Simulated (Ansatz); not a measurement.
Calculated with Ansatz (gas phase, PBE0-D4/def2-TZVP geometries, no zero-point term in ΔE). CCSD(T)/CBS is the MP2 limit (def2-TZVPP, def2-QZVPP) plus CCSD(T) − MP2 in def2-TZVPP, frozen cores. This one scheme is used for every species. Functionals use def2-TZVPP. B3LYP here is the variant with VWN-RPA as its local correlation; programs differ in this. One conformer a species, not always the lowest.

Reaction (ligand exchange at a B–C bond): `CB/C=C/Cl` + `CCS` → `CBSCC` + `C=CCl`

```
             level  ΔE (kJ/mol)  difference from CCSD(T)/CBS
            PBE-D4        -70.1                          0.2
         r2SCAN-D4        -70.1                          0.2
          B3LYP-D4        -66.7                          3.6
           ωB97M-V        -68.3                          2.0
               PBE        -69.8                          0.5
            r2SCAN        -70.1                          0.2
              PBE0        -69.3                          1.0
     HF/def2-TZVPP        -62.2                          8.1
    MP2/def2-TZVPP        -70.2                          0.1
SCS-MP2/def2-TZVPP        -68.1                          2.2
     HF/def2-QZVPP        -61.5                          8.8
    MP2/def2-QZVPP        -70.5                         -0.2
SCS-MP2/def2-QZVPP        -68.5                          1.8
      HF/CBS(def2)        -61.4                          8.9
     MP2/CBS(def2)        -71.1                         -0.8
    CCSD/CBS(def2)        -68.7                          1.6
       CCSD(T)/CBS        -70.3                            0
```

Largest T1 diagnostic among the species: 0.012.

In def2-TZVPP, CCSD(T) changes the Hartree–Fock value by −7.1 kJ/mol (the triples alone add −1.6 kJ/mol) and MP2 by −8.0 kJ/mol.
